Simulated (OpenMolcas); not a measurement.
# Se I: effect of the IPEA shift

```
Program             : OpenMolcas 26.06
Basis               : ANO-RCC-VQZP [7s6p4d2f1g]
Scalar Hamiltonian  : DKH2, point nucleus
Active space        : 4 electrons in 3 orbitals (4p)
State averaging     : 2S+1 = 3 even, 3 roots; 2S+1 = 1 even, 6 roots
Spin-orbit coupling : RASSI with atomic mean-field integrals over the reference wave functions, term energies averaged over their components
```

Methods on the same reference wave functions:
A. CASSCF
B. SS-CASPT2, IPEA 0.25 Eh, imaginary shift 0.1 Eh (closed shells correlated: 3d 4s)
C. SS-CASPT2, IPEA 0.5 Eh, imaginary shift 0.1 Eh (closed shells correlated: 3d 4s)

Energies in eV above 4s² 4p⁴ ³P₂, the measured ground level; measured values from NIST Handbook of Basic Atomic Spectroscopic Data.

```csv
Level,A,B,C,Measured
4s² 4p⁴ ³P₂,0.0000,0.0000,0.0000,0.0000
4s² 4p⁴ ³P₁,0.2263,0.2299,0.2302,0.2467
4s² 4p⁴ ³P₀,0.3033,0.300,0.301,0.3142
4s² 4p⁴ ¹D₂,1.4630,1.189,1.171,1.1873
4s² 4p⁴ ¹S₀,3.4486,2.856,2.878,2.7830
```

Deviations, from unrounded energies. A percentage is the sum of absolute deviations over the sum of measured energies, with the sign that they share, or ± where signs differ.

```tsv
Against measurement	Levels	A	B	C
mean absolute deviation (cm-1)	4	2000	210	290
fine structure of the ground term (%)	2	-5.6	-5.5	-5.3
other terms of the ground configuration (%)	2	+23.7	+1.9	±2.8
```

B lies closest to measurement on these levels and A furthest from it. The largest miss of B in the table is 4s² 4p⁴ ¹S₀, by +590 cm-1. The ranking rests on the paired levels alone, and a cruder setting can come out closer through cancelling errors.

Between B and C the level of the table that moves most is 4s² 4p⁴ ¹S₀, by 180 cm-1 (lowest in B, highest in C). Moves below CASPT2's spread within the term are not significant.

The mean deviations of B to C differ by less than CASPT2's widest spread within a term (270 cm-1), so their order carries little weight.

From A to B the spin-free energies of the other terms of 4s² 4p⁴ shown, above ³P, scale by factors of 0.79 to 0.82.

The lowest spin-free term lies below A's lowest term by 0.213 hartree in B, 0.206 hartree in C.

CASPT2 does not keep the components of a term degenerate, so their means are used; among the terms shown or strongly mixed into the levels shown the widest spread is 270 cm-1 (4s² 4p⁴ ¹D, C). With the s shell closed, the reference lacks s² → p² mixing. Without dynamic correlation excited terms often stand tens of per cent too high (terms of higher spin than the ground term too low), and those without a measured partner can miss by more than the paired ones (holds for A). Measured partners are found by configuration, term and J. A level has none where our copy of the source lacks it or the pairing is in doubt (some pairs that miss far off the trend of their configuration count as doubtful), and it then counts in no deviation. Only configurations of the active space appear.
